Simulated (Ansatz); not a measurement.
Reaction (redistribution): `NC[SiH](O)O` + `C[SiH](F)N[SiH](Cl)Cl` → `O[SiH](O)N[SiH](Cl)Cl` + `C[SiH](F)CN`

Computed with Ansatz on PBE0-D4/def2-TZVP structures; ΔE is electronic, products minus reactants. CCSD(T)/CBS adds triple-zeta CCSD(T) − MP2 to the extrapolated MP2 energy (def2 sets, frozen cores). Functionals use def2-TZVPP. Each species was taken in one conformer, which may not be the lowest.

| level | ΔE (kJ/mol) |
| --- | --- |
| r2SCAN | -0.3 |
| CCSD/def2-TZVPP | -0.8 |
| MP2/def2-QZVPP | 0.0 |
| HF/CBS(def2) | -7.0 |

Q: What does CCSD(T)/CBS give? (Best estimate.)

A: Ansatz gave: -0.1 kJ/mol. The listed levels differ from it by -0.2, -0.7, 0.1, -6.9 kJ/mol.

Largest T1 diagnostic among the species: 0.011.

In def2-TZVPP, CCSD(T) changes the Hartree–Fock value by +7.1 kJ/mol (the triples alone add +1.4 kJ/mol) and MP2 by +7.0 kJ/mol.
